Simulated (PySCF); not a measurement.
C2Fe, SMILES [C]1[C][Fe]1, multiplicity 5.

Coordinates come from a PBE-D3(BJ)/def2-TZVP optimisation. The multiplicity is an assumed one; other spin states were not compared.

Computed with PBE-D3(BJ)/def2-TZVP (PySCF).

Frequencies are harmonic and unscaled.

```json
[
 {"mode": "1", "ν (cm⁻¹)": "446", "IR (km/mol)": "7.0", "moving atoms (share of kinetic energy)": "C 95 %"},
 {"mode": "2", "ν (cm⁻¹)": "574", "IR (km/mol)": "31.9", "moving atoms (share of kinetic energy)": "C 70 %, Fe 30 %"},
 {"mode": "3", "ν (cm⁻¹)": "1655", "IR (km/mol)": "6.3", "moving atoms (share of kinetic energy)": "C 100 %"}
]
```
